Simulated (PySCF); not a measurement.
# Spinor energies of Se (selenium, neutral)

Start: [Ar] 3d10 4s1 4p5; 4s1/2 filled at m_j = +1/2; 4p1/2 filled at m_j = -1/2, +1/2; 4p3/2 filled at m_j = -1/2, +1/2, +3/2. Calculated with PySCF 2.14 in x2c-TZVPall-2c with one added diffuse shell each of s, p, d type (7s8p5d1f, 63 functions): generalised Hartree-Fock with the X2C-1e Hamiltonian and a Gaussian nucleus; one run each with spin-orbit coupling (SO) switched off, then screened by Boettger's factors. This is a chosen level, not necessarily the ground level.

| spinor shell | electrons | ε, spin-free (eV) | ε, screened SO (eV) | weight of nominal j (screened SO) | rms radius, screened SO (bohr) |
| --- | --- | --- | --- | --- | --- |
| 1s1/2 | 2 | -12739.7 | -12739.3 | 1.000 | 0.0508 |
| 2s1/2 | 2 | -1698.5 | -1698.3 | 1.000 | 0.212 |
| 2p1/2 | 2 | -1489.2 | -1517.8 | 1.000 | 0.187 |
| 2p3/2 | 4 | -1489.2 | -1475.3 | 1.000 | 0.190 |
| 3s1/2 | 2 | -252.70 | -252.63 | 1.000 | 0.613 |
| 3p1/2 | 2 | -185.10 | -189.37 | 0.998 | 0.628 |
| 3p3/2 | 4 | -185.10 | -182.97 | 0.999 | 0.639 |
| 3d3/2 | 4 | -72.757 | -73.303 | 0.978 | 0.694 |
| 3d5/2 | 6 | -72.757 | -72.293 | 0.985 | 0.696 |
| 4s1/2 | 1 | -27.881 | -27.831 | 1.000 | 1.93 |
| 4p1/2 | 2 | -11.079 | -10.852 | 0.661 | 2.52 |
| 4p3/2 | 3 | -11.079 | -11.233 | 0.774 | 2.48 |

| quantity | spin-free | screened SO |
| --- | --- | --- |
| E (hartree) | -2427.57379 | -2427.69326 |
| M_J | 2 | 2 |
| ⟨J²⟩ | 6.054 | 6.053 |
| ⟨L²⟩ | 2.004 | 2.007 |
| ⟨S²⟩ | 2.050 | 2.048 |

Each row is a mean over spinors that exchange with the open shell spreads, by up to 4.811 eV (4p1/2).

Rows whose weight is well below 1 are mixtures of j = l ± 1/2: exchange outweighs spin-orbit coupling there, and the label is only the starting occupation.

⟨J²⟩ departs a little from M_J(M_J + 1) because the unrestricted spinors polarise the closed shells.

Without spin-orbit coupling the j labels of p, d and f shells carry no meaning; the spin-free column gives the mean over the occupied spinors of each nl shell.
